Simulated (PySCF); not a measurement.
Output of ΔSCF core-hole calculations on `[GeH3][NH][GeH3]`.

Method: delta-SCF UKS SCAN, pcX-2 on the ionised atom, pcseg-1 elsewhere, spin-free X2C (PySCF). Atoms in this output count from 0. The cycles run on a coarse integration grid; for E(ground) and E(ion) the exchange–correlation energy is redone on a finer one, so they differ from the last cycle, and only they enter the binding energy.

Coordinates (Å, PBE0-D3(BJ)/def2-SVP):
```
Ge     1.607149     0.227372     0.253452
N      0.099639    -0.441000    -0.550296
Ge    -1.634543    -0.123123    -0.042161
H      2.786877    -0.706457    -0.079398
H      1.964008     1.659798    -0.211990
H      1.328146     0.246221     1.766409
H      0.216285    -0.710817    -1.522827
H     -2.508917    -1.286825    -0.548313
H     -2.201682     1.202531    -0.604984
H     -1.639212    -0.058390     1.495047
```

```
ground state, core basis on atom 1 (N), 134 functions
  cycle   1  E = -4246.83558084  |g| = 5.17e-01
  cycle   2  E = -4246.64419286  |g| = 1.04e+00
  cycle   3  E = -4246.88872718  |g| = 1.10e-01
  cycle   4  E = -4246.89193140  |g| = 2.42e-02
  cycle   5  E = -4246.89206827  |g| = 6.50e-03
  cycle   6  E = -4246.89207535  |g| = 2.69e-03
  cycle   7  E = -4246.89207900  |g| = 3.34e-04
  E(ground) = -4247.15500364 Eh
hole in N 1s of atom 1
  cycle   1  E = -4231.32036208  |g| = 1.87e+00
  cycle   2  E = -4230.48721280  |g| = 2.18e+00
  cycle   3  E = -4231.98919607  |g| = 4.08e-01
  cycle   4  E = -4232.04601043  |g| = 9.80e-02
  cycle   5  E = -4232.05049419  |g| = 1.94e-02
  cycle   6  E = -4232.05072411  |g| = 5.83e-03
  cycle   7  E = -4232.05074449  |g| = 1.41e-03
  cycle   8  E = -4232.05075003  |g| = 4.14e-04
  E(ion) = -4232.31330563 Eh   <S^2> = 0.7673   hole on atom = 1.000
```

Question: What is the N 1s binding energy of atom 1?

Answer: (-4232.313306 − (-4247.155004)) Eh × 27.2114 eV/Eh = 403.86 eV, for the nitrogen bonded to 2 Ge and H.

Geometry: PBE0-D3(BJ)/def2-SVP; no solvent, vibrations or thermal averaging.
Labels such as C1 count atoms from 1, the log's own numbers from 0.
